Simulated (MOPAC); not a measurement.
A run for MOPAC: PM6 on C3H6 (SMILES C1CC1).

```
PM6 1SCF PRECISE CHARGE=0 THREADS=1
C3H6

C     -0.27516845 1     0.82171199 1    -0.04962046 1
C     -0.55933591 1    -0.63383837 1     0.19689154 1
C      0.83450589 1    -0.18786000 1    -0.14726740 1
H     -0.27993260 1     1.49170326 1     0.79949587 1
H     -0.64274937 1     1.26356949 1    -0.96589002 1
H     -1.11924664 1    -1.17671519 1    -0.55257485 1
H     -0.75630505 1    -0.94864158 1     1.21277257 1
H      1.21766550 1    -0.42906561 1    -1.12957267 1
H      1.58056664 1    -0.20086397 1     0.63576542 1
```

It printed:

```
*******************************************************************************
 **                                                                           **
 **                              MOPAC v23.2.5                                **
 **                                                                           **
 *******************************************************************************
 ** MOPAC's Digital Object Identifier: https://doi.org/10.5281/zenodo.6511958 **
 **                                                                           **
 ** Please cite the open-source release paper for use of this MOPAC version:  **
 ** J. E. Moussa and J. J. P. Stewart (2026)                                  **
 ** MOPAC: An open-source semiempirical molecular orbital program             **
 ** J. Open Source Softw., 11(119), 8025, https://doi.org/10.21105/joss.08025 **
 *******************************************************************************

                              PM6 CALCULATION RESULTS

 *******************************************************************************
 *  PM6        - The PM6 Hamiltonian to be used
 *
 *
 *
 *                 CHARGE ON SYSTEM = 0
 *
 *
 *
 *  PRECISE    - TIGHTER CRITERIA TO BE USED
 *  1SCF       - DO 1 SCF AND THEN STOP
 *  THREADS=1  - MULTI-THREADING NOT USED
 *  T=         - A TIME OF 172800.0 SECONDS REQUESTED
 *  DUMP=N     - RESTART FILE WRITTEN EVERY 7200.0 SECONDS REQUESTED
 *******************************************************************************
PM6 1SCF PRECISE CHARGE=0 THREADS=1
 C3H6

   ATOM   CHEMICAL          X               Y               Z
  NUMBER   SYMBOL      (ANGSTROMS)     (ANGSTROMS)     (ANGSTROMS)

     1       C         -0.27516845  *   0.82171199  *  -0.04962046  *
     2       C         -0.55933591  *  -0.63383837  *   0.19689154  *
     3       C          0.83450589  *  -0.18786000  *  -0.14726740  *
     4       H         -0.27993260  *   1.49170326  *   0.79949587  *
     5       H         -0.64274937  *   1.26356949  *  -0.96589002  *
     6       H         -1.11924664  *  -1.17671519  *  -0.55257485  *
     7       H         -0.75630505  *  -0.94864158  *   1.21277257  *
     8       H          1.21766550  *  -0.42906561  *  -1.12957267  *
     9       H          1.58056664  *  -0.20086397  *   0.63576542  *



          CARTESIAN COORDINATES

    NO.       ATOM           X           Y           Z

     1         C         -0.2752      0.8217     -0.0496
     2         C         -0.5593     -0.6338      0.1969
     3         C          0.8345     -0.1879     -0.1473
     4         H         -0.2799      1.4917      0.7995
     5         H         -0.6427      1.2636     -0.9659
     6         H         -1.1192     -1.1767     -0.5526
     7         H         -0.7563     -0.9486      1.2128
     8         H          1.2177     -0.4291     -1.1296
     9         H          1.5806     -0.2009      0.6358

 General Reference for PM6:
 "Optimization of Parameters for Semiempirical Methods V: Modification of NDDO Approximations
 and Application to 70 Elements", J. J. P. Stewart, J. Mol. Mod., 13, 1173-1213 (2007)
 URL: https://link.springer.com/article/10.1007/s00894-007-0233-4

           Empirical Formula: C3 H6  =     9 atoms



      MOLECULAR POINT GROUP   :   D3h


      RHF CALCULATION, NO. OF DOUBLY OCCUPIED LEVELS = 9


 -------------------------------------------------------------------------------
 PM6 1SCF PRECISE CHARGE=0 THREADS=1
 C3H6



     1SCF WAS SPECIFIED, SO BFGS WAS NOT USED
     SCF FIELD WAS ACHIEVED


                              PM6 CALCULATION
                                                       MOPAC v23.2.5 Linux




          FINAL HEAT OF FORMATION =         12.25752 KCAL/MOL =      51.28546 KJ/MOL


          COSMO AREA              =         88.21 SQUARE ANGSTROMS
          COSMO VOLUME            =         70.68 CUBIC ANGSTROMS

          IONIZATION POTENTIAL    =         11.453342 EV
          HOMO LUMO ENERGIES (EV) =        -11.453  2.672
          NO. OF FILLED LEVELS    =          9
          MOLECULAR WEIGHT        =         42.0804         POINT GROUP:  D3h

          MOLECULAR DIMENSIONS (Angstroms)

            Atom       Atom       Distance
            H     8    H     4     3.10700
            H     6    H     9     3.10674
            H     7    H     5     3.10648


          SCF CALCULATIONS        =          1





   ATOM   CHEMICAL          X               Y               Z
  NUMBER   SYMBOL      (ANGSTROMS)     (ANGSTROMS)     (ANGSTROMS)

     1       C         -0.27516845  *   0.82171199  *  -0.04962046  *
     2       C         -0.55933591  *  -0.63383837  *   0.19689154  *
     3       C          0.83450589  *  -0.18786000  *  -0.14726740  *
     4       H         -0.27993260  *   1.49170326  *   0.79949587  *
     5       H         -0.64274937  *   1.26356949  *  -0.96589002  *
     6       H         -1.11924664  *  -1.17671519  *  -0.55257485  *
     7       H         -0.75630505  *  -0.94864158  *   1.21277257  *
     8       H          1.21766550  *  -0.42906561  *  -1.12957267  *
     9       H          1.58056664  *  -0.20086397  *   0.63576542  *

                             CARTESIAN COORDINATES

   1    C       -0.275168450     0.821711990    -0.049620460
   2    C       -0.559335910    -0.633838370     0.196891540
   3    C        0.834505890    -0.187860000    -0.147267400
   4    H       -0.279932600     1.491703260     0.799495870
   5    H       -0.642749370     1.263569490    -0.965890020
   6    H       -1.119246640    -1.176715190    -0.552574850
   7    H       -0.756305050    -0.948641580     1.212772570
   8    H        1.217665500    -0.429065610    -1.129572670
   9    H        1.580566640    -0.200863970     0.635765420


           Empirical Formula: C3 H6  =     9 atoms



      MOLECULAR POINT GROUP   :   D3h


                  EIGENVALUES
 -30.17916 -21.08712 -21.08708 -17.12652 -15.38336 -12.58234 -12.58227 -11.45336
 -11.45334   2.67178   4.47477   4.47481   5.38836   6.28816   6.28820   6.30851
   6.30853   6.49931


              NET ATOMIC CHARGES AND DIPOLE CONTRIBUTIONS

  ATOM NO.   TYPE          CHARGE      No. of ELECS.   s-Pop       p-Pop
    1          C          -0.304594        4.3046     1.07646     3.22813
    2          C          -0.304599        4.3046     1.07646     3.22814
    3          C          -0.304597        4.3046     1.07646     3.22814
    4          H           0.152299        0.8477     0.84770
    5          H           0.152298        0.8477     0.84770
    6          H           0.152298        0.8477     0.84770
    7          H           0.152299        0.8477     0.84770
    8          H           0.152299        0.8477     0.84770
    9          H           0.152298        0.8477     0.84770
 DIPOLE           X         Y         Z       TOTAL
 POINT-CHG.    -0.000    -0.000    -0.000     0.000
 HYBRID        -0.000    -0.000     0.000     0.000
 SUM           -0.000    -0.000    -0.000     0.000


          ATOMIC ORBITAL ELECTRON POPULATIONS

     Atom    s        px        py        pz
    1  C   1.07646   1.09193   0.98648   1.14973
    2  C   1.07646   1.05069   1.03403   1.14342
    3  C   1.07646   0.98399   1.09775   1.14639
    4  H   0.84770
    5  H   0.84770
    6  H   0.84770
    7  H   0.84770
    8  H   0.84770
    9  H   0.84770

 **********************
 *                    *
 * JOB ENDED NORMALLY *
 *                    *
 **********************




 == MOPAC DONE ==
```

The run finished.

Cost: very roughly 0.020 core-seconds.
